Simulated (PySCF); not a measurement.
**Electron correlation in Ar⁺ (argon, charge +1)**

[Ne] 3s2 3p5, 2P determinant. All numbers are calculated (PySCF 2.14, the spin-free X2C one-electron Hamiltonian (Gaussian nucleus), in cc-pVTZ-DK (5s4p2d1f, 34 functions)). Frozen: [Ne]; 7 electrons correlated.

MP2 pair energies summed by pair of shells (mhartree):

| pair | energy | share (%) |
| --- | --- | --- |
| 3p-3p | -104.17 | 63.0 |
| 3s-3p | -51.95 | 31.4 |
| 3s-3s | -9.29 | 5.6 |

Total MP2 correlation energy: -165.41 mhartree.

Same-spin part -38.20 and opposite-spin part -127.21 mhartree; SCS-MP2 scales them by 1/3 and 6/5 to -165.38 mhartree.

```json
{"level": "CCSD", "correlation energy (mhartree)": "-189.32"}
{"level": "(T)", "correlation energy (mhartree)": "-5.00"}
{"level": "CCSD(T)", "correlation energy (mhartree)": "-194.32"}
```

Diagnostics: T1 = 0.0061, D1 = 0.0207, largest double amplitude 0.052.

Cost of the coupled-cluster step: 0.56 s of wall time on 1 thread of Neoverse-N1 (shared host), for 7 correlated electrons.

Iterations:

```
CC2 = 0
CCSD nocc = (np.int64(4), np.int64(3)), nmo = (29, 29)
frozen orbitals [[0, 1, 2, 3, 4], [0, 1, 2, 3, 4]]
max_cycle = 100
direct = 0
conv_tol = 1e-08
conv_tol_normt = 1e-06
diis_space = 8
diis_start_cycle = 0
Init t2, MP2 energy = -0.165405454768734
Init E_corr(UCCSD) = -0.16540545479989
cycle = 1  E_corr(UCCSD) = -0.184262056625641  dE = -0.0188566018  norm(t1,t2) = 0.0347715
cycle = 2  E_corr(UCCSD) = -0.187896215336995  dE = -0.00363415871  norm(t1,t2) = 0.0106385
cycle = 3  E_corr(UCCSD) = -0.189384961600968  dE = -0.00148874626  norm(t1,t2) = 0.00411516
cycle = 4  E_corr(UCCSD) = -0.189323552326327  dE = 6.14092746e-05  norm(t1,t2) = 0.000456751
cycle = 5  E_corr(UCCSD) = -0.189324664146012  dE = -1.11181969e-06  norm(t1,t2) = 6.47621e-05
cycle = 6  E_corr(UCCSD) = -0.189324949569142  dE = -2.85423129e-07  norm(t1,t2) = 1.16959e-05
cycle = 7  E_corr(UCCSD) = -0.189324957339216  dE = -7.77007472e-09  norm(t1,t2) = 2.16738e-06
cycle = 8  E_corr(UCCSD) = -0.189324948664594  dE = 8.6746226e-09  norm(t1,t2) = 5.453e-07
UCCSD converged
E(UCCSD) = -528.2758121258499  E_corr = -0.1893249486645938
UCCSD(T) correction = -0.00499785623872853
```
